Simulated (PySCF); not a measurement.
## Peak assignment

Geometry (Å), atoms numbered from 1 in this order:
```xyz
21

C     2.410    1.134   -0.379
C     1.193    0.354    0.036
C     0.019    0.948    0.202
C    -1.266    0.315    0.634
C    -2.462    1.108    0.118
Si   -1.270   -1.504    0.091
N     0.333   -1.943    0.502
C     1.483   -1.110    0.227
H     2.784    0.778   -1.340
H     3.210    1.013    0.352
H     2.182    2.193   -0.469
H    -0.036    2.016    0.019
H    -1.294    0.348    1.730
H    -2.459    1.143   -0.969
H    -2.445    2.132    0.492
H    -3.392    0.644    0.438
H    -2.139   -2.365    0.895
H    -1.647   -1.593   -1.332
H     0.588   -2.918    0.519
H     2.009   -1.465   -0.675
H     2.191   -1.212    1.064
```

Level of theory: GFN2-xTB geometry, NMR shieldings at PBE0/pcSseg-1/GIAO, in PySCF 2.14 (one averaged value for each set of equivalent atoms, a single conformation, non-relativistic, no solvent model).

Scale: TMS for $^{13}$C (σref 186.93), $^{1}$H (σref 31.72) (reference shieldings calculated alike).

Question: Assign these signals to the numbered atoms. $^{13}$C{$^{1}$H} NMR (computed): δ 138.6, 135.7, 50.7, 26.5, 17.8, 17.6.

Answer: 
| δ (ppm) | atoms | environment | reason |
| --- | --- | --- | --- |
| 138.6 | C2 | fully substituted alkene carbon | as expected for a trigonal carbon in a double bond |
| 135.7 | C3 | alkene CH | an sp2 carbon of a C=C bond |
| 50.7 | C8 | allylic sp3 CH2 bonded to N | pulled downfield by the heteroatom |
| 26.5 | C1 | allylic methyl carbon | saturated and bonded to C and H only |
| 17.8 | C5 | methyl carbon | a saturated carbon with 1 carbon neighbour and no heteroatom attached |
| 17.6 | C4 | allylic sp3 CH bonded to Si | – |

C5 and C4 lie closer than the usual error of such a calculation, so a measured spectrum could show them in the other order.

Question: Assign these signals to the numbered atoms. $^{1}$H NMR (300 MHz, computed): δ 5.71 (d, 1H), 4.63 (m, 1H), 4.56 (m, 1H), 3.94 (m, 1H), 3.80 (m, 1H), 1.93 (m, 1H), 1.75 (s, 3H), 1.12 (d, 3H), 0.18 (br s, 1H).

Answer: 
5.71 → H12, hydrogen on an alkene CH: a vinylic proton, deshielded by the sp2 carbon and the C=C anisotropy
4.63 → H17, hydrogen on a silicon bonded to C, N, in a 6-membered ring
4.56 → H18, hydrogen on a silicon bonded to C, N, in a 6-membered ring
3.94 → H21, hydrogen on an allylic sp3 CH2 bonded to N: its carbon carries N, an electronegative neighbour
3.80 → H20, hydrogen on an allylic sp3 CH2 bonded to N
1.93 → H13, hydrogen on an allylic sp3 CH bonded to Si: allylic position
1.75 → H9/H10/H11, hydrogen on an allylic methyl carbon: allylic position
1.12 → H14/H15/H16, hydrogen on a methyl carbon
0.18 → H19, hydrogen on a nitrogen bonded to C, Si, in a 6-membered ring: exchangeable; this is the value without hydrogen bonding to other molecules

H17 and H18 lie closer than the usual error of such a calculation, so a measured spectrum could show them in the other order.

The OH or NH signal is concentration- and solvent-dependent in practice; the value given is the gas-phase one. Shifts are as computed. Against solution values, carbons near 30 ppm lie about +3 ppm off and those near 130 ppm about +5 ppm. Of 1309 compounds with measured shifts, 239 miss one by over three times the rms of a fit or turn the order of signals round; such compounds aren't used in these exercises. Multiplicities follow the n + 1 count of equivalent neighbours, as no J values were calculated; m marks all less simple cases, F and P coupling included.
